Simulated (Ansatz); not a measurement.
`O[Si](O)(O)C12CC3CC(CC(C3)C1)C2`. The state is a singlet with charge 0. Geometry PBE-D4/def2-SVP.

```xyz
32

O     0.126   -3.038   -1.822
Si    0.567   -1.438   -2.093
O     2.218   -1.368   -2.408
O    -0.266   -0.858   -3.434
C     0.159   -0.401   -0.584
C    -1.358   -0.487   -0.273
C    -1.693    0.366    0.967
C    -0.896   -0.158    2.178
C     0.615   -0.061    1.886
C     0.993    1.408    1.614
C     0.198    1.933    0.403
C    -1.312    1.834    0.696
C     0.535    1.082   -0.838
C     0.952   -0.915    0.647
H     0.856   -3.666   -1.958
H     2.423   -1.076   -3.313
H    -0.831   -1.529   -3.855
H    -1.941   -0.132   -1.151
H    -1.648   -1.546   -0.099
H    -2.782    0.296    1.179
H    -1.148    0.433    3.086
H    -1.176   -1.212    2.391
H     1.189   -0.439    2.760
H     2.085    1.490    1.418
H     0.779    2.030    2.511
H     0.472    2.993    0.207
H    -1.572    2.465    1.574
H    -1.893    2.226   -0.166
H     1.619    1.159   -1.073
H    -0.016    1.464   -1.725
H     2.043   -0.871    0.438
H     0.701   -1.981    0.836
```

**Question.** Estimate the orbital energies around the gap (eV) in Ansatz with HF/STO-3G, PBE-D4/def2-SVP, PBE-D4/def2-TZVP, r2SCAN-D4/def2-TZVP, PBE0-D4/def2-TZVP.

**Answer.** 
```csv
orbital,HF/STO-3G,PBE-D4/def2-SVP,PBE-D4/def2-TZVP,r2SCAN-D4/def2-TZVP,PBE0-D4/def2-TZVP
HOMO−9,-11.36,-7.66,-7.73,-8.03,-9.20
HOMO−8,-11.36,-7.56,-7.65,-7.95,-9.16
HOMO−7,-10.85,-7.56,-7.65,-7.95,-9.07
HOMO−6,-10.83,-7.54,-7.63,-7.94,-9.07
HOMO−5,-10.42,-7.21,-7.46,-7.81,-8.98
HOMO−4,-9.71,-7.07,-7.39,-7.78,-8.98
HOMO−3,-9.71,-7.05,-7.38,-7.77,-8.95
HOMO−2,-9.49,-6.43,-6.50,-6.73,-7.76
HOMO−1,-9.48,-6.43,-6.50,-6.73,-7.76
HOMO,-8.12,-5.77,-5.90,-6.10,-7.13
LUMO,11.95,0.08,-0.49,0.14,0.37
LUMO+1,13.50,0.83,0.27,0.92,1.08
LUMO+2,13.51,1.09,0.57,1.20,1.50
LUMO+3,15.16,1.09,0.57,1.21,1.51
LUMO+4,15.16,1.88,1.20,1.99,2.01
LUMO+5,15.20,1.89,1.21,1.99,2.01
```
